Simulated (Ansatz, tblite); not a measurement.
Removing and adding an electron: SbH2Me (CH5Sb). Total charge 0; singlet. Geometry: PBE0-D4/def2-TZVP. Ansatz, gas phase; energy differences of separate SCF runs; the oxidised species was run as a doublet alone; the reduced species was run as a doublet alone.

```tsv
atom	x (Å)	y (Å)	z (Å)
Sb1	1.126	-0.377	-0.734
H2	0.120	-1.633	-1.317
H3	0.517	0.706	-1.911
C4	-0.273	0.247	0.791
H5	-0.258	-0.484	1.599
H6	-1.279	0.329	0.387
H7	0.046	1.213	1.185
```

In the def2 sets Sb takes a core potential; there is no spin–orbit coupling. The xTB rows come from tblite. Correlated methods freeze 5 core orbitals; core or outer-core shells of Sb are correlated, in sets that lack core-valence functions.

```tsv
level	−HOMO (eV)	vertical IE (eV)	−LUMO (eV)	vertical EA (eV)	HOMO–LUMO gap (eV)	IE − EA (eV)	remarks
GFN1-xTB	11.31	14.98	5.71	1.78	5.60	13.20	–
GFN2-xTB	10.15	13.44	5.52	2.38	4.63	11.06	–
HF/def2-TZVPD	–	–	–	-1.60	–	–	HOMO above zero (-1 doublet)
HF/def2-TZVPP	–	8.33	–	–	–	–	–
PBE-D4/def2-TZVP	6.03	9.19	0.95	–	5.09	–	–
PBE-D4/def2-TZVPD	6.04	–	1.10	-0.79	4.94	–	HOMO above zero (-1 doublet)
r2SCAN-D4/def2-TZVP	6.27	9.20	0.63	–	5.64	–	–
r2SCAN-D4/def2-TZVPD	6.27	–	0.73	-0.89	5.54	–	HOMO above zero (-1 doublet)
PBE0-D4/def2-TZVP	7.04	9.23	0.21	–	6.83	–	–
PBE0-D4/def2-TZVPD	7.04	–	0.41	-0.89	6.63	–	HOMO above zero (-1 doublet)
MP2/def2-TZVPD	–	–	–	-1.02	–	–	HOMO above zero (-1 doublet)
MP2/def2-TZVPP	–	9.33	–	–	–	–	–
CCSD/def2-TZVPD	–	–	–	-1.08	–	–	HOMO above zero (-1 doublet)
CCSD/def2-TZVPP	–	9.24	–	–	–	–	–
CCSD(T)/def2-TZVPD	–	–	–	-1.01	–	–	HOMO above zero (-1 doublet)
CCSD(T)/def2-TZVPP	–	9.28	–	–	–	–	–
```

   A HOMO above zero means that the electron is unbound at that level or that self-interaction error raises the level; the energy of removing that electron tells which. Raw xTB energy differences between charge states are shifted by several eV; the methods need an empirical correction for them. A negative affinity means that the extra electron isn't bound; its size then hangs on the basis.
